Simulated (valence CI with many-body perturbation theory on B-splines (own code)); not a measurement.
# Level structure of Pd14+

Computed by relativistic CI+MBPT: four valence electrons over a frozen Dirac-Fock core [Ar] 3d10, a basis of 11 s, 11 p, 10 d, 8 f, 5 g, 2 h functions for each j, with the one-electron correlation potential Σ1, the two-electron term Σ2, the three-electron term Σ3, Breit, model QED; selected CI, second order for the rest, scaled by the run's own slope (own B-spline code, finite nucleus).

No measured spectrum was set against this ion. As an estimate, levels hold to about 250 cm⁻¹ or 0.2 % of their energy and the worst to 1 %, as in measured heavy ions of charge 2 to 7; those with d or f electrons hold less well. Among the levels kept, up to 560 cm⁻¹ of a level comes from second order outside the variational space, and about a tenth of that is noise between levels of different J, which matters for small intervals.

Levels 46 to 90 of 180, with energies above the lowest level, 4s2 4p2 3P_0. "Leading %" is the weight of the configuration and term that name the level; weights of strongly mixed levels are sums over their largest components and can fall short.

```tsv
No.	Configuration	Term	J	E (eV)	Leading %	g	Second component
46	4s 4p2 4d	5P	3	104.54	68	1.578	18 % 4s 4p2 4d 5D
47	4s 4p2 4d	5P	2	105.29	81	1.752	6 % 4s 4p2 4d 5D
48	4s 4p2 4d	5P	1	105.68	82	2.355	8 % 4s 4p2 4d 3P
49	4s 4p2 4d	3F	4	105.97	57	1.288	23 % 4s 4p2 4d 5D
50	4s 4p2 4d	3P	1	106.80	52	1.309	18 % 4s 4p2 4d 3D
51	4s 4p2 4d	3G	3	107.29	78	0.796	12 % 4s 4p2 4d 1F
52	4s 4p2 4d	3G	4	108.66	79	1.083	12 % 4s 4p2 4d 3F
53	4s 4p2 4d	3F	2	108.85	42	0.984	24 % 4s 4p2 4d 3D
54	4s 4p2 4d	3P	0	109.52	75		13 % 4p4 3P
55	4s 4p2 4d	3G	5	110.30	85	1.220	10 % 4s 4p2 4d 5F
56	4s 4p2 4d	3D	3	110.44	49	1.182	32 % 4s 4p2 4d 1F
57	4s 4p2 4d	3D	1	110.73	64	0.786	20 % 4s 4p2 4d 3P
58	4s 4p2 4d	1G	4	111.38	68	1.061	19 % 4s 4p2 4d 3F
59	4s 4p2 4d	3D	3	111.48	41	1.157	20 % 4s 4p2 4d 1F
60	4s 4p2 4d	3D	1	112.38	74	0.644	21 % 4s 4p2 4d 1P
61	4s 4p2 4d	3D	2	112.48	58	1.072	13 % 4s 4p2 4d 3F
62	4s 4p2 4d	3D	1	113.11	69	0.698	21 % 4s 4p2 4d 1P
63	4s 4p2 4d	3F	3	113.59	50	1.199	33 % 4s 4p2 4d 3D
64	4s 4p2 4d	3D	2	113.82	67	1.074	16 % 4s 4p2 4d 3F
65	4s 4p2 4d	3P	0	113.96	89		8 % 4s2 4d2 3P
66	4s 4p2 4d	3P	1	114.67	58	1.500	23 % 4s 4p2 4d 3S
67	4s 4p2 4d	3F	2	114.76	46	0.897	28 % 4s 4p2 4d 3D
68	4s 4p2 4d	3F	3	114.98	45	1.169	19 % 4s 4p2 4d 3D
69	4s 4p2 4d	3D	2	115.39	45	1.100	11 % 4s 4p2 4d 3P
70	4s 4p2 4d	3P	1	116.34	27	1.311	24 % 4s 4p2 4d 3S
71	4s 4p2 4d	3F	4	116.62	78	1.221	9 % 4s 4p2 4d 1G
72	4s 4p2 4d	3P	2	116.66	53	1.348	22 % 4s 4p2 4d 3D
73	4s 4p2 4d	3D	3	116.98	57	1.221	11 % 4s 4p2 4d 3F
74	4s 4p2 4d	3S	1	118.01	41	1.412	32 % 4s 4p2 4d 1P
75	4s 4p2 4d	3F	4	118.76	78	1.225	7 % 4s2 4p 4f 3F
76	4s 4p2 4d	3D	3	119.76	70	1.268	16 % 4s 4p2 4d 3F
77	4s 4p2 4d	1D	2	120.36	44	1.096	11 % 4s2 4d2 1D
78	4s 4p2 4d	3D	3	121.13	62	1.262	12 % 4s 4p2 4d 3F
79	4s 4p2 4d	1S	0	121.47	53		24 % 4s 4p2 4d 3P
80	4s 4p2 4d	3D	2	121.48	64	1.097	17 % 4s 4p2 4d 3F
81	4s 4p2 4d	3D	1	121.63	85	0.512	11 % 4s2 4p 4f 3D
82	4s 4p2 4d	1D	2	122.83	72	1.027	11 % 4s 4p2 4d 3D
83	4s 4p2 4d	1P	1	123.27	53	1.147	32 % 4s 4p2 4d 3P
84	4s 4p2 4d	3P	2	124.61	61	1.350	14 % 4s 4p2 4d 1D
85	4s 4p2 4d	1F	3	125.05	54	1.035	29 % 4s2 4p 4f 1F
86	4s 4p2 4d	3P	1	127.43	54	1.289	38 % 4s 4p2 4d 1P
87	4s 4p2 4d	3P	0	127.44	65		15 % 4s 4p2 4d 1S
88	4s 4p2 4d	1D	2	129.94	45	1.004	15 % 4s2 4p 4f 1D
89	4s2 4p 4f	1G	4	130.45	28	1.081	25 % 4s2 4p 4f 3G
90	4s2 4p 4f	3G	3	130.89	44	0.937	30 % 4s2 4p 4f 3F
```

Names give the largest LS component (configuration and term), which can be under half, so a name can repeat, a term be missing and a line seem to break the LS rules; names also repeat where a configuration has a term twice.
